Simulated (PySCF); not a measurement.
Isomers of C5H7OP. Level of theory: TDDFT CAM-B3LYP/def2-SVPD, vertical, gas phase, core orbitals frozen in the response (PySCF). Geometries: GFN2-xTB; one conformer of each isolated species. Triplets are in the Tamm–Dancoff approximation.

A. `CC1=CC=C[P@H]1=O`
B. `C=CC1=C(OC)P1`
C. `CPc1ccco1`
D. `o1c(C)cpc1C`

Lowest singlet levels (six at most, fewer where fewer were computed) with oscillator strengths:

1. 244 nm (f 0.131); 210 nm (f 0.000); 208 nm (f 0.001); 208 nm (f 0.016); 204 nm (f 0.022); 187 nm (f 0.324); T1 3.02 eV
2. 262 nm (f 0.275); 257 nm (f 0.026); 227 nm (f 0.016); 207 nm (f 0.019); 203 nm (f 0.103); 198 nm (f 0.019); T1 2.96 eV
3. 304 nm (f 0.043); 252 nm (f 0.026); 247 nm (f 0.004); 184 nm (f 0.001); 183 nm (f 0.006); 172 nm (f 0.034); T1 2.52 eV
4. 225 nm (f 0.313); 209 nm (f 0.030); 190 nm (f 0.059); 187 nm (f 0.005); 181 nm (f 0.007); 180 nm (f 0.022); T1 3.77 eV

Question: Match each spectrum to its molecule.

Answer: 1 = D, 2 = B, 3 = A, 4 = C.
- A: S1 at 4.08 eV, HOMO→LUMO (95%); Löwdin shares by element: HOMO carbon 80% or more (atoms not listed hold the other 20%); LUMO carbon 71% or more (atoms not listed hold the other 29%); HOMO -8.37 and LUMO -1.00 eV.
- B: S1 at 4.72 eV, HOMO→LUMO (89%); Löwdin shares by element: HOMO carbon 48% or more, phosphorus 21% (atoms not listed hold the other 32%); LUMO carbon 76% or more (atoms not listed hold the other 24%); HOMO -7.16 and LUMO 0.24 eV.
- C: S1 at 5.51 eV, HOMO→LUMO (94%); Löwdin shares by element: HOMO carbon 50% or more, phosphorus 23% (atoms not listed hold the other 27%); LUMO carbon 26% or more, phosphorus 15%, oxygen 13% (atoms not listed hold the other 46%); HOMO -7.48 and LUMO 0.87 eV.
- D: S1 at 5.09 eV, HOMO→LUMO (95%); Löwdin shares by element: HOMO carbon 53% or more, phosphorus 25% (atoms not listed hold the other 22%); LUMO carbon 36% or more, phosphorus 34%, oxygen 14% (atoms not listed hold the other 15%); HOMO -7.41 and LUMO 0.50 eV; point group Cs, 1 of its 6 listed states under f = 0.0005.
